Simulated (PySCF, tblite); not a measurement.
Isomers of C5H8P2, one GFN2-xTB conformer each. Single-point energies are computed at PBE0/pcSseg-1 (PySCF, gas phase, no added dispersion term), electronic only.

```json
{"SMILES": "C=C/P=P\\C(=C)C", "GFN2-xTB relative energy (kcal/mol)": "27.3"}
{"SMILES": "PP1C=CCC=C1", "GFN2-xTB relative energy (kcal/mol)": "0.0"}
```

Conformers: `[CH2:1]=[CH:2]/[P:3]=[P:4]\[C:5](=[CH2:6])[CH3:7]` with C1–C2–P3–P4 74°, P3–P4–C5–C6 -97°; `[PH2:1][P:2]1[CH:3]=[CH:4][CH2:5][CH:6]=[CH:7]1` with H–P1–P2–C3 85° and 177°, P1–P2–C3–C4 132°, C3–C4–C5–C6 -35°, C4–C5–C6–C7 35°, P1–P2–C7–C6 -132°.

**Question.** What does PBE0/pcSseg-1 give for the same structures?

**Answer.** 
```
        SMILES  PBE0/pcSseg-1 E (Eh)  PBE0/pcSseg-1 (kcal/mol)  GFN2-xTB (kcal/mol)  point group
   PP1C=CCC=C1            -877.45726                       0.0                  0.0           Cs
C=C/P=P\C(=C)C            -877.42710                      18.9                 27.3           C1
```

Both levels put the same isomer lowest. 

**Question.** Which frontier levels, dipoles and rotational constants go with these structures?

**Answer.** 
| SMILES | HOMO (eV, PBE0/pcSseg-1) | LUMO (eV) | dipole (D) | A, B, C (MHz) |
| --- | --- | --- | --- | --- |
| PP1C=CCC=C1 | -6.11 | -0.31 | 0.95 | 3748, 1288, 1095 |
| C=C/P=P\C(=C)C | -7.05 | -2.64 | 2.66 | 2215, 1623, 1220 |

**Question.** What happens when harmonic zero-point energies from GFN2-xTB frequencies are added?

**Answer.** 
```tsv
SMILES	ZPE (kcal/mol)	electronic (kcal/mol)	with ZPE (kcal/mol)
PP1C=CCC=C1	69.0	0.0	0.0
C=C/P=P\C(=C)C	70.5	18.9	20.4
```

The zero-point energies span 1.5 kcal/mol. The order is unchanged.
